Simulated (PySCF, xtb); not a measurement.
HISSn, SMILES [SH][Sn][I] (connectivity only; charge and spin as stated), neutral, multiplicity 1. One conformer was computed; it need not be the lowest.

Harmonic wavenumbers (cm⁻¹) from xtb with GFN2-xTB at its own minimum, in rising order: 83, 225, 226, 323, 520, 2405.

What does B3LYP-D3(BJ)/def2-SVP (PySCF) give at its own minimum? (An estimate is asked for; the answer gives what the named calculation found.)

85, 187, 318, 330, 650, 2645. Paired by order, the mean absolute difference is 85 cm⁻¹ and the zero-point energies are 5.4 and 6.0 kcal/mol.
